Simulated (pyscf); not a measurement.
Single points on ωB97X-D3(BJ)/def2-SVP structures (PySCF, gas phase).

Question: For the elementary gas-phase step `[SiH2][SiH]([Cl])[Cl]` [doublet] -> `[Cl][SiH][SiH2][Cl]` [doublet] (doublet surface; Cl–Si broken, Cl–Si formed), what barrier and reaction energy does PBE/def2-TZVP give, measured from the reactant's lowest minimum found?

Answer: ΔE‡ = 116.0 kJ/mol, ΔE = +3.5 kJ/mol. ωB97M-D3(BJ)/def2-TZVP gives 137.9 kJ/mol and +6.4 kJ/mol. Zero-point energy shifts the barrier by -2.6 kJ/mol. It is a group migration, with an imaginary mode of 155i cm⁻¹. This is the saddle that the search found; another between the same sides may lie lower.
